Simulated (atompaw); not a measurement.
## Cd (Z = 48): one change to a PAW (atompaw) potential, before and after

cadmium (Cd), PAW, made with atompaw 4.2.0.5 (LDA (PW92), scalar-relativistic). Core [Kr], reference 4d10 5s1.5 5p0.5. Waves: 5s (bound): rc 2.35 bohr; 5s channel at 3.25 Ry: rc 2.35 bohr; 5p (bound): rc 2.50 bohr; 5p channel at 0.95 Ry: rc 2.50 bohr; 4d (bound): rc 1.35 bohr; 4d channel at 1.1 Ry: rc 2.50 bohr. Local part: troulliermartins scheme with l = 3 at 1 Ry, radius 2.35 bohr. Core correction: smooth core density matched at 1.35 bohr. Augmentation charge: gaussian compensation charge, radius 2.00 bohr; PAW radius 2.50 bohr; waves and projectors: custom rrkj gramschmidtortho.

Change: all radii scaled by about 1.17 (s 2.74, p 2.92, d 1.58 bohr); local potential troulliermartins scheme with l = 3 at 1 Ry, radius 2.74 bohr; augmentation gaussian compensation charge, radius 2.34 bohr; PAW radius 2.92 bohr; waves and projectors: custom rrkj gramschmidtortho; core correction smooth core density matched at 1.58 bohr.

Cutoffs: the cutoffs (Ry, on a coarse ladder) from which the occupation-weighted sum of valence levels, in a spherical-Bessel basis at the reference potential, stays within 10 and 1 mRy of its value at 400 Ry; they do not see the model core or the augmentation charge, which bear on the density cutoff.

Question: What does the change do?

Answer: The potential gets softer (60 Ry and 110 Ry → 45 Ry and 80 Ry); the bound ghost in s disappears. A larger radius leaves more room for a smooth pseudo-wave, so fewer plane waves are needed.

```tsv
quantity	base	changed
cutoff, loose	60 Ry	45 Ry
cutoff, tight	110 Ry	80 Ry
loose cutoff by channel (10 mRy a level)	s 6 Ry, p 6 Ry, d 50 Ry	s 6 Ry, p 6 Ry, d 40 Ry
bound ghosts	s	none
lowest overlap eigenvalue by channel	s 0.61, p 0.49, d 0.49	s 0.60, p 0.51, d 0.51
```

 A true bound ghost makes a file unfit for plane-wave use even where its test errors are small: the radial tests pick states by their node count and pass the ghost by. The cutoffs see the waves, projectors and local potential, not the compensation charge or the core.
